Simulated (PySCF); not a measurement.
Two species compared at the same levels of theory.

First species: C3H14N2SSi2.
SMILES: `CN(C)[Si@@H](C)S[SiH2]N`

Second species: C7H10NP.
Z-matrix (Å and degrees, GFN2-xTB geometry), rows numbered from 1:
```
C 
N   1  1.4374
C   2  1.4401  1  119.61
C   2  1.3668  1  118.51  3   179.96
C   4  1.3981  2  120.77  1  -179.93
C   5  1.3798  4  124.69  2  -179.98
C   6  1.3879  5  123.71  4    -0.02
C   7  1.3756  6  122.20  5     0.01
P   8  1.7294  7  126.41  6     0.01
H   1  1.0962  2  110.63  3  -120.56
H   1  1.0962  2  110.64  3   120.36
H   1  1.0871  2  110.22  3    -0.11
H   3  1.0874  2  109.35  1    -0.17
H   3  1.0950  2  111.28  1   119.24
H   3  1.0949  2  111.27  1  -119.56
H   5  1.0804  4  118.47  2     0.02
H   6  1.0817  5  117.83  4   179.99
H   7  1.0823  6  118.75  5  -179.98
H   8  1.0843  7  118.84  6  -179.99
```

Levels: PBE0/pcSseg-1 for dipole moment, HOMO energy, LUMO energy and HOMO–LUMO gap; GFN2-xTB for rotational constant A and rotational constant C. Geometries: GFN2-xTB. All species are isolated and taken at one optimised geometry, non-relativistic unless stated. Electronic properties by PySCF.

Dipoles, sizes and rotational constants follow the conformer. The torsions of the flexible species, by atom-mapped SMILES:
- `[CH3:1][N:2]([CH3:3])[Si@@H:4]([CH3:5])[S:6][SiH2:7][NH2:8]`: C1–N2–Si4–C5 50°, N2–Si4–S6–Si7 -170°, Si4–S6–Si7–N8 76°, H–N8–Si7–S6 175°, H–N8–Si7–S6 36°
- `[CH3:1][N:2]([CH3:3])[c:4]1[cH:5][cH:6][cH:7][cH:8][p:9]1`: C1–N2–C4–C5 180°

Q: Which of the two has the higher HOMO–LUMO gap, and by how much?

A: The first: 6.90 eV against 4.65 eV, a difference of 2.25 eV.

Q: Which has the higher LUMO energy?

A: The first: 0.60 eV against -0.98 eV, a difference of 1.58 eV.

Q: Which of the two has the higher rotational constant A, and by how much?

A: The second: 2.614 GHz against 2.278 GHz, a difference of 0.336 GHz.

Q: Which has the higher dipole moment?

A: The second: 2.73 D against 1.82 D, a difference of 0.91 D.

Q: Which has the higher HOMO energy?

A: The second: -5.63 eV against -6.30 eV, a difference of 0.67 eV.

Q: Which of the two has the higher rotational constant C, and by how much?

A: The second: 0.808 GHz against 0.554 GHz, a difference of 0.254 GHz.

On the first: The dipole equals about 6.1 × 10⁻³⁰ C·m (1 D = 3.33564 × 10⁻³⁰ C·m).

On the second: In atomic units the dipole is 1.07 e·bohr (1 au = 2.5417 D). A dipole of 2.73 D is allowed in Cs, and pure rotational transitions are dipole-allowed. GFN2-xTB frequencies show an imaginary mode (44i cm⁻¹), so this geometry is no minimum at that level.
